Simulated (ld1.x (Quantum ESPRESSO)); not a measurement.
## Logarithmic derivatives: Sn (Z = 50), RRKJ

```
Element                 : Sn
Generator               : ld1.x (Quantum ESPRESSO) 7.5
Type                    : norm-conserving RRKJ (Kleinman–Bylander form)
Functional              : revPBE
Relativity              : scalar-relativistic
Frozen core             : [Ar] 3d10
Valence charge          : 22
Reference configuration : 4s2 4p6 4d10 5s2 5p2
Partial waves           : 4p (bound): rc 1.45 bohr; 4d (bound): rc 1.65 bohr; 4s (bound): rc 0.85 bohr
Local potential         : the s channel
Core correction         : a·sin(br)/r model core, default radius (core density twice the valence density)
rho0                    : 0.005
```

Occupied shells without a wave of their own: 5p, 5s. They enter only through the test configuration that unscreens the potential, and ld1.x also counts them in the model core charge.

The phase is arctan(r·u′/u) with u = r·R(r), unwrapped; energies in Ry, scanned from -12 to 5 Ry. A pole is an energy at which the radial function vanishes at the test radius. The pseudo phase is shifted by a multiple of π to meet the all-electron one at the reference energy, and phase errors are pseudo minus all-electron; the curves can meet again beyond the range given. Levels narrower than the energy grid can be missing from the lists of poles.

```csv
channel,radius (bohr),reference energy (Ry),"poles, all-electron","poles, pseudo",unbroken range about the reference energy with phases within 0.05 rad,phase error 1 Ry above the reference energy (rad)
s,1.79,-9.84,-9.71,-9.71,below -0.5,-0.000
p,1.79,-6.59,-6.33,-6.33,below -0.3,-0.001
d,1.79,-1.90,-1.13,-1.12,below 3.1,+0.002
```

ld1.x takes every shell without a wave as core, so the model core holds the 5p, 5s electrons as well and exchange and correlation see them twice. This cancels in the reference configuration, but the file is broken for other ones, and its errors say nothing about a proper core correction.

Phases in the p channel:

| E (Ry) | all-electron | pseudo |
| --- | --- | --- |
| -12.00 | 1.389 | 1.388 |
| -11.52 | 1.383 | 1.383 |
| -11.04 | 1.377 | 1.377 |
| -10.56 | 1.369 | 1.369 |
| -10.08 | 1.361 | 1.361 |
| -9.60 | 1.351 | 1.351 |
| -9.12 | 1.338 | 1.337 |
| -8.64 | 1.320 | 1.320 |
| -8.16 | 1.293 | 1.292 |
| -7.68 | 1.242 | 1.241 |
| -7.20 | 1.084 | 1.083 |
| -6.72 | -0.925 | -0.926 |
| -6.24 | -1.607 | -1.607 |
| -5.76 | -1.701 | -1.702 |
| -5.28 | -1.744 | -1.745 |
| -4.80 | -1.773 | -1.774 |
| -4.32 | -1.797 | -1.798 |
| -3.84 | -1.820 | -1.822 |
| -3.36 | -1.843 | -1.846 |
| -2.88 | -1.869 | -1.873 |
| -2.40 | -1.898 | -1.904 |
| -1.92 | -1.933 | -1.942 |
| -1.44 | -1.976 | -1.991 |
| -0.96 | -2.032 | -2.055 |
| -0.48 | -2.107 | -2.146 |
| 0.00 | -2.213 | -2.281 |
| 0.48 | -2.370 | -2.500 |
| 0.96 | -2.615 | -2.861 |
| 1.44 | -2.983 | -3.368 |
| 1.92 | -3.434 | -3.833 |
| 2.40 | -3.823 | -4.136 |
| 2.88 | -4.085 | -4.320 |
| 3.36 | -4.254 | -4.438 |
| 3.84 | -4.366 | -4.521 |
| 4.32 | -4.444 | -4.583 |
| 4.80 | -4.503 | -4.633 |
